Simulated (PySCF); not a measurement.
**Where the electron goes**

Compound: C₂H₅NO₅Si.
Cartesian coordinates in Å at the GFN2-xTB level; atoms count from 1:
```xyz
14
C2H5NO5Si angstrom
O     -2.3711    1.6345    0.5746
C     -2.3404    0.8064   -0.3058
N     -1.2489    0.1107   -0.6768
Si     0.3382    0.3627    0.0341
O      0.2353    1.4795    1.1704
O      1.3814    0.6699   -1.1492
O      0.7187   -1.0988    0.7782
C      1.8209   -1.7814    0.6127
O      2.7109   -1.5217   -0.1466
H     -3.2434    0.5519   -0.8865
H     -1.3707   -0.5323   -1.4421
H     -0.6573    1.8434    1.3107
H      2.1881    0.1393   -1.1694
H      1.8377   -2.6646    1.2736
```

Computed with PySCF, TDDFT PBE0/def2-SVPD, vertical, gas phase, core orbitals frozen in the response.

Frontier orbitals with the atoms that hold most of them (Löwdin shares over 4%, at most four atoms; ? is withheld):

```csv
orbital,ε (eV),atoms
HOMO-3,-9.75,"O5 48%, O6 21%, O7 8%, O1 5%"
HOMO-2,-9.01,"O9 53%, C8 10%, O6 7%, N3 6%"
HOMO-1,-8.87,"N3 37%, O1 26%, O9 11%, C2 8%"
HOMO,-8.41,?
LUMO,?,?
LUMO+1,-0.37,"C2 36%, O1 23%, N3 15%, H10 6%"
LUMO+2,0.07,"Si4 25%, H11 20%, C2 13%, N3 8%"
```

Task: Which atoms hold the HOMO, and with what shares?

Result: O1 (bonded to C) 62%; C2 (bonded to N, O and H) 13%; H10 (bonded to C) 8%; O5 (bonded to Si and H) 7%. By element: oxygen 69% or more, carbon 13% or more, hydrogen 8% or more.

Task: Give the leading atoms of the LUMO.

Result: C8 (bonded to 2 O and H) 37%; O9 (bonded to C) 26%; O7 (bonded to C and Si) 14%; H14 (bonded to C) 6%. By element: oxygen 39% or more, carbon 37% or more, hydrogen 6% or more.

Task: What is the LUMO energy, and the HOMO–LUMO gap?

Result: ε(LUMO) = -0.75 eV; the gap is 7.67 eV (0.2817 hartree).

Task: How does S1 compare with the orbital gap of 7.67 eV?

Result: S1 is at 5.71 eV (f = 0.0009), 1.96 eV below the gap, made of HOMO→LUMO+1 (76%), HOMO→LUMO (22%). Its leading pair isn't HOMO and LUMO; the energies of that pair differ by 8.04 eV. Without the coupling terms of the response equations the lowest excitation would equal the gap.

Task: One configuration dominates each of S1, S2, S3 and S8. Which, and how do the shares of the two leading atoms of either orbital change from the occupied to the empty one?

Result: 
- S1 (5.71 eV, f 0.0009), HOMO→LUMO+1 (76%): O1 62% → 23%, C2 13% → 36%; low, almost dark, from the terminal oxygen into the C=O bond, the pattern of n→π*
- S2 (5.91 eV, f 0.0014), HOMO-2→LUMO (70%): O9 53% → 26%, C8 10% → 37%
- S3 (7.00 eV, f 0.0014), HOMO→LUMO (77%): O1 62% → at most 7%, C2 13% → at most 7%, C8 at most 8% → 37%, O9 at most 8% → 26%
- S8 (7.82 eV, f 0.018), HOMO-2→LUMO+1 (81%): O9 53% → at most 7%, C8 10% → at most 7%, C2 at most 7% → 36%, O1 at most 7% → 23%

Löwdin shares depend on the basis, the more so with diffuse functions.

One conformer stands for the species.
